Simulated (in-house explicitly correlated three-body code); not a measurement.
Computed with an exponentially correlated three-body code. Model: two electrons around a point charge, non-relativistic, variational in 260 exponentially correlated functions (energies converged to about 1e-7 hartree, or 1e-8 relative for large Z).

Command:
```bash
python run_hyl.py task.json out
```
Settings (lengths in bohr, energies in hartree):
```
Z                      1
screening              0.6
interaction_strength   1
functions              260
states_tried           1
```

Run time, properties included: 5.1 s on 1 thread of Intel(R) Xeon(R) 6975P-C (Granite Rapids), on a shared host.

**Ground state only, binding against the one-electron ion.**

Given: nuclear charge 1; Yukawa screening of all interactions 0.6 1/bohr.

Computed: one-electron threshold -0.106135908 hartree.

| term | energy (hartree) | binding (eV) |
| --- | --- | --- |
| 1 1S | -0.112835334 | 0.1823 |

**Converged states only, values per electron or pair (inverse distances are <exp(-kr)/r>).**

```csv
term,mean r (bohr),mean r squared (bohr²),mean inverse r (1/bohr),mean r12 (bohr),mean inverse r12 (1/bohr),mean cosine,mean p1 dot p2 (bohr⁻²),delta r1 (bohr⁻³),delta r12 (bohr⁻³)
1 1S,4.2172,34.057,0.25259,6.9726,0.035216,-0.044765,0.0075417,0.11248,0.0011033
```
